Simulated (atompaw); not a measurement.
Before and after: PAW (atompaw) potential for erbium

```
Element                 : erbium
Generator               : atompaw 4.2.0.5
Type                    : PAW
Functional              : PBEsol
Relativity              : scalar-relativistic
Frozen core             : [Kr] 4d10
Valence charge          : 22
Reference configuration : 4f12 5s2 5p6 5d0 6s1.75 6p0.25
Partial waves           : 5s (bound): rc 1.70 bohr; 6s (bound): rc 2.10 bohr; 5p (bound): rc 2.40 bohr; 6p (bound): rc 2.75 bohr; 5d (bound, empty): rc 3.00 bohr; 5d channel at 4.85 Ry: rc 3.00 bohr; 4f (bound): rc 0.85 bohr; 4f channel at 2.65 Ry: rc 0.85 bohr
Local potential         : bessel scheme, radius 2.85 bohr
Core correction         : smooth core density matched at 2.90 bohr
Augmentation charge     : sinc compensation charge, radius 2.40 bohr; PAW radius 3.00 bohr; waves and projectors: custom rrkj vanderbiltortho
```

All-electron outer shells of the reference configuration (PBEsol, scalar-relativistic, ld1.x):

| shell | level (eV) | outermost node (bohr) | outermost maximum (bohr) |
| --- | --- | --- | --- |
| 4p | -314.62 | 0.27 | 0.49 |
| 4d | -165.62 | 0.25 | 0.51 |
| 5s | -52.31 | 0.60 | 1.11 |
| 5p | -26.82 | 0.65 | 1.28 |
| 6s | -4.08 | 1.52 | 3.34 |
| 4f | -3.58 | – | 0.51 |
| 6p | -1.30 | 1.86 | 4.68 |
| 5d | -1.21 | 0.73 | 2.08 |

Change: local potential troulliermartins scheme with l = 4 at 0 Ry, radius 2.85 bohr.

Cutoffs: the cutoffs (Ry, on a coarse ladder) from which the occupation-weighted sum of valence levels, in a spherical-Bessel basis at the reference potential, stays within 10 and 1 mRy of its value at 400 Ry; they do not see the model core or the augmentation charge, which bear on the density cutoff.

Problem. What does the change do?

Solution. The range in which the p phases agree narrows (upper end 4.3 → 0.5); the range in which the d phases agree widens (upper end 0.2 → 2.3); neither file shows a bound ghost.

```tsv
quantity	base	changed
cutoff, loose	300 Ry	300 Ry
cutoff, tight	over 300 Ry	over 300 Ry
bound ghosts	none	none
s: phases at 3.00 bohr within 0.05 rad from the reference energy up to (Ry; the scan ends near 5)	4.3	3.5
p: phases at 3.00 bohr within 0.05 rad from the reference energy up to (Ry; the scan ends near 5)	4.3	0.5
d: phases at 3.00 bohr within 0.05 rad from the reference energy up to (Ry; the scan ends near 5)	0.2	2.3
f: phases at 3.00 bohr within 0.05 rad from the reference energy up to (Ry; the scan ends near 5)	4.9	to the end of the scan
lowest overlap eigenvalue by channel	s 0.14, p 0.08, d 0.87, f 1.00	s 0.11, p 0.08, d 0.82, f 1.00
```

 The cutoffs see the waves, projectors and local potential, not the compensation charge or the core.
